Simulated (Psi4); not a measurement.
C$_{4}$H$_{4}$N$_{2}$, triplet (typed; the unrestricted solution is spin-contaminated), geometry from GFN2-xTB (a higher spin typed on purpose: for a closed-shell molecule this is an excited state), atoms displaced at random by about 0.03 Å a coordinate; HF/6-31G, gradient (Psi4).

Input for Psi4:
```
memory 2 GB

molecule mol {
0 3
C    -1.373363    0.047512    0.016479
C    -0.680969   -1.136860   -0.032260
N     0.698455   -1.170667   -0.007859
C     1.398061   -0.058928    0.020440
N     0.771232    1.067399    0.030517
C    -0.572760    1.204937    0.045371
H    -2.439413    0.180611   -0.006579
H    -1.233259   -2.080548    0.031895
H     2.454219   -0.093123    0.011741
H    -0.933973    2.161485    0.033328
symmetry c1
no_reorient
no_com
}

set {
  basis 6-31g
  reference uhf
}

gradient('scf')
print_variables()
```

What the program printed (banner, timings and long lists left out):

```
gradient() will perform analytic gradient computation.

   => Loading Basis Set <=

    Name: 6-31G
    Role: ORBITAL
    Keyword: BASIS

         ---------------------------------------------------------
                                   SCF
               by Justin Turney, Rob Parrish, Andy Simmonett
                          and Daniel G. A. Smith
                              UHF Reference
         ---------------------------------------------------------

  ==> Geometry <==

    Molecular point group: c1
    Full point group: C1

    Geometry (in Angstrom), charge = 0, multiplicity = 3:

       Center              X                  Y                   Z               Mass
    ------------   -----------------  -----------------  -----------------  -----------------
         C           -1.373363000000     0.047512000000     0.016479000000    12.000000000000
         C           -0.680969000000    -1.136860000000    -0.032260000000    12.000000000000
         N            0.698455000000    -1.170667000000    -0.007859000000    14.003074004430
         C            1.398061000000    -0.058928000000     0.020440000000    12.000000000000
         N            0.771232000000     1.067399000000     0.030517000000    14.003074004430
         C           -0.572760000000     1.204937000000     0.045371000000    12.000000000000
         H           -2.439413000000     0.180611000000    -0.006579000000     1.007825032230
         H           -1.233259000000    -2.080548000000     0.031895000000     1.007825032230
         H            2.454219000000    -0.093123000000     0.011741000000     1.007825032230
         H           -0.933973000000     2.161485000000     0.033328000000     1.007825032230

  Running in c1 symmetry.

  Rotational constants: A =      0.21825  B =      0.19755  C =      0.10372 [cm^-1]
  Rotational constants: A =   6543.07487  B =   5922.28603  C =   3109.54215 [MHz]
  Nuclear repulsion =  209.787014075172777

  Charge       = 0
  Multiplicity = 3
  Electrons    = 42
  Nalpha       = 22
  Nbeta        = 20

  ==> Algorithm <==

  SCF Algorithm Type is DF.
  DIIS enabled.
  MOM disabled.
  Fractional occupation disabled.
  Guess Type is SAD.
  Energy threshold   = 1.00e-08
  Density threshold  = 1.00e-08
  Integral threshold = 1.00e-12

  ==> Primary Basis <==

  Basis Set: 6-31G
    Blend: 6-31G
    Number of shells: 38
    Number of basis functions: 62
    Number of Cartesian functions: 62
    Spherical Harmonics?: false
    Max angular momentum: 1

   => Loading Basis Set <=

    Name: (6-31G AUX)
    Role: JKFIT
    Keyword: DF_BASIS_SCF

  ==> Integral Setup <==

  SCF_SUBTYPE=INCORE selected. In-core MEM_DF algorithm will be used.
  Using in-core AOs.

  ==> MemDFJK: Density-Fitted J/K Matrices <==

    J tasked:                   Yes
    K tasked:                   Yes
    wK tasked:                   No
    Algorithm:                 Core
    Schwarz Cutoff:           1E-12
    Mask sparsity (%):       0.6764
    Fitting Condition:        1E-10

   => Auxiliary Basis Set <=

  Basis Set: (6-31G AUX)
    Blend: CC-PVDZ-JKFIT
    Number of shells: 180
    Number of basis functions: 586
    Number of Cartesian functions: 586
    Spherical Harmonics?: false
    Max angular momentum: 3

  Minimum eigenvalue in the overlap matrix is 2.1927415582E-03.
  Reciprocal condition number of the overlap matrix is 4.0279879725E-04.
    Using symmetric orthogonalization.

  ==> Pre-Iterations <==

  SCF Guess: Superposition of Atomic Densities via on-the-fly atomic UHF (no occupation information).

   -------------------------
    Irrep   Nso     Nmo
   -------------------------
     A         62      62
   -------------------------
    Total      62      62
   -------------------------

  ==> Iterations <==

                           Total Energy        Delta E     RMS |[F,P]|

   @DF-UHF iter SAD:  -262.02589432742974   -2.62026e+02   0.00000e+00
   @DF-UHF iter   1:  -262.32345814017117   -2.97564e-01   5.03860e-03 DIIS/ADIIS
   @DF-UHF iter   2:  -262.39703652231526   -7.35784e-02   2.19871e-03 DIIS/ADIIS
   @DF-UHF iter   3:  -262.41141650865870   -1.43800e-02   9.49890e-04 DIIS/ADIIS
   @DF-UHF iter   4:  -262.41753521568040   -6.11871e-03   4.90053e-04 DIIS/ADIIS
   @DF-UHF iter   5:  -262.41974696797098   -2.21175e-03   4.36030e-04 DIIS/ADIIS
   @DF-UHF iter   6:  -262.42133919299408   -1.59223e-03   2.74408e-04 DIIS/ADIIS
   @DF-UHF iter   7:  -262.42265479594482   -1.31560e-03   3.04960e-04 DIIS/ADIIS
   @DF-UHF iter   8:  -262.42272488901983   -7.00931e-05   3.06669e-04 DIIS/ADIIS
   @DF-UHF iter   9:  -262.42027875306985    2.44614e-03   1.79580e-04 DIIS/ADIIS
   @DF-UHF iter  10:  -262.42013161096537    1.47142e-04   1.22831e-04 DIIS/ADIIS
   @DF-UHF iter  11:  -262.42029804640470   -1.66435e-04   8.50844e-05 DIIS
   @DF-UHF iter  12:  -262.42043037963896   -1.32333e-04   5.54542e-05 DIIS
   @DF-UHF iter  13:  -262.42052567862902   -9.52990e-05   3.84183e-05 DIIS
   @DF-UHF iter  14:  -262.42056025648094   -3.45779e-05   3.31297e-05 DIIS
   @DF-UHF iter  15:  -262.42058588912511   -2.56326e-05   3.30952e-05 DIIS
   @DF-UHF iter  16:  -262.42058534889952    5.40226e-07   3.31517e-05 DIIS
   @DF-UHF iter  17:  -262.42058278906723    2.55983e-06   3.32528e-05 DIIS
   @DF-UHF iter  18:  -262.42054262968270    4.01594e-05   2.90418e-05 DIIS
   @DF-UHF iter  19:  -262.42049429001946    4.83397e-05   2.40344e-05 DIIS
   @DF-UHF iter  20:  -262.42046840963957    2.58804e-05   1.29033e-05 DIIS
   @DF-UHF iter  21:  -262.42046368830796    4.72133e-06   4.60766e-06 DIIS
   @DF-UHF iter  22:  -262.42046387593632   -1.87628e-07   2.79965e-06 DIIS
   @DF-UHF iter  23:  -262.42046389359888   -1.76626e-08   1.74031e-06 DIIS
   @DF-UHF iter  24:  -262.42046386841355    2.51853e-08   6.28202e-07 DIIS
   @DF-UHF iter  25:  -262.42046386782459    5.88955e-10   3.90813e-07 DIIS
   @DF-UHF iter  26:  -262.42046386718891    6.35680e-10   2.30316e-07 DIIS
[...]
   @DF-UHF iter  30:  -262.42046386894702   -4.71232e-11   3.25699e-08 DIIS
   @DF-UHF iter  31:  -262.42046386897277   -2.57501e-11   1.92616e-08 DIIS
   @DF-UHF iter  32:  -262.42046386897186    9.09495e-13   1.50247e-08 DIIS
   @DF-UHF iter  33:  -262.42046386897090    9.66338e-13   1.38588e-08 DIIS
   @DF-UHF iter  34:  -262.42046386896664    4.26326e-12   1.28722e-08 DIIS
   @DF-UHF iter  35:  -262.42046386895538    1.12550e-11   8.57133e-09 DIIS
  Energy and wave function converged.

  ==> Post-Iterations <==

   @Spin Contamination Metric:   1.823002394E-01
   @S^2 Expected:                2.000000000E+00
   @S^2 Observed:                2.182300239E+00
   @S   Expected:                1.000000000E+00
   @S   Observed:                1.000000000E+00

    Orbital Energies [Eh]
    ---------------------

    Alpha Occupied:

[...]
      22A     -0.240616

    Alpha Virtual:

[...]
      62A      1.932178

    Beta Occupied:

[...]
    Beta Virtual:

[...]
    Final Occupation by Irrep:
              A
    DOCC [    20 ]
    SOCC [     2 ]
    NA   [    22 ]
    NB   [    20 ]

  @DF-UHF Final Energy:  -262.42046386895538

   => Energetics <=

    Nuclear Repulsion Energy =            209.7870140751727774
    One-Electron Energy =                -769.8106740696559882
    Two-Electron Energy =                 297.6031961255278020
    Total Energy =                       -262.4204638689553803

  UHF NO Occupations:
  HONO-2 :   20  A 1.9327280
  HONO-1 :   21  A 1.0000000
  HONO-0 :   22  A 1.0000000
  LUNO+0 :   23  A 0.0672720
  LUNO+1 :   24  A 0.0113080
  LUNO+2 :   25  A 0.0092501
  LUNO+3 :   26  A 0.0014156

Computation Completed

Properties will be evaluated at   0.000000,   0.000000,   0.000000 [a0]

Properties computed using the SCF density matrix

 Multipole Moments:

 ------------------------------------------------------------------------------------
     Multipole            Electronic (a.u.)      Nuclear  (a.u.)        Total (a.u.)
 ------------------------------------------------------------------------------------

 L = 1.  Multiply by 2.5417464519 to convert [e a0] to [Debye]
 Dipole X            :         -1.6973362            1.4384539           -0.2588824
 Dipole Y            :          0.4841971           -0.4053179            0.0788792
 Dipole Z            :         -0.9905603            0.9999883            0.0094280
 Magnitude           :                                                    0.2707968

 ------------------------------------------------------------------------------------

         ------------------------------------------------------------
                                   SCF GRAD
                          Rob Parrish, Justin Turney,
                       Andy Simmonett, and Alex Sokolov
         ------------------------------------------------------------

  ==> Geometry <==

    Molecular point group: c1
    Full point group: C1

    Geometry (in Angstrom), charge = 0, multiplicity = 3:

       Center              X                  Y                   Z               Mass
    ------------   -----------------  -----------------  -----------------  -----------------
         C           -1.373363000000     0.047512000000     0.016479000000    12.000000000000
         C           -0.680969000000    -1.136860000000    -0.032260000000    12.000000000000
         N            0.698455000000    -1.170667000000    -0.007859000000    14.003074004430
         C            1.398061000000    -0.058928000000     0.020440000000    12.000000000000
         N            0.771232000000     1.067399000000     0.030517000000    14.003074004430
         C           -0.572760000000     1.204937000000     0.045371000000    12.000000000000
         H           -2.439413000000     0.180611000000    -0.006579000000     1.007825032230
         H           -1.233259000000    -2.080548000000     0.031895000000     1.007825032230
         H            2.454219000000    -0.093123000000     0.011741000000     1.007825032230
         H           -0.933973000000     2.161485000000     0.033328000000     1.007825032230

  Nuclear repulsion =  209.787014075172777

  ==> Basis Set <==

  Basis Set: 6-31G
    Blend: 6-31G
    Number of shells: 38
    Number of basis functions: 62
    Number of Cartesian functions: 62
    Spherical Harmonics?: false
    Max angular momentum: 1

  ==> DFJKGrad: Density-Fitted SCF Gradients <==

    Gradient:                    1
    J tasked:                  Yes
    K tasked:                  Yes
    wK tasked:                  No
    Integrals threads:           1
    Schwarz Cutoff:          1E-12
    Fitting Condition:       1E-10

   => Auxiliary Basis Set <=

  Basis Set: (6-31G AUX)
    Blend: CC-PVDZ-JKFIT
    Number of shells: 180
    Number of basis functions: 586
    Number of Cartesian functions: 586
    Spherical Harmonics?: false
    Max angular momentum: 3

  -Total Gradient:
     Atom            X                  Y                   Z
    ------   -----------------  -----------------  -----------------
       1       -0.017848903887    -0.031062521009     0.003291257452
       2        0.052642215555     0.042870536586    -0.006107031146
       3       -0.000701707083     0.003015130978    -0.001167354757
       4       -0.030910802565     0.003780090375     0.004285362830
       5       -0.026629566305    -0.004570052762    -0.002264896817
       6        0.035355287697     0.021883155099     0.000664925456
       7       -0.001550125963     0.011538419237    -0.001836744530
       8       -0.017424036366    -0.011067336359     0.004459530591
       9       -0.008803884429     0.000866642336    -0.001432145364
      10        0.015871523345    -0.037254064480     0.000107096285

  Variable Map:
  ----------------------------------------------------------------------------
[...]
  Array Variable Map:
  ----------------------------------------------------------------------------
[...]
[...]
```
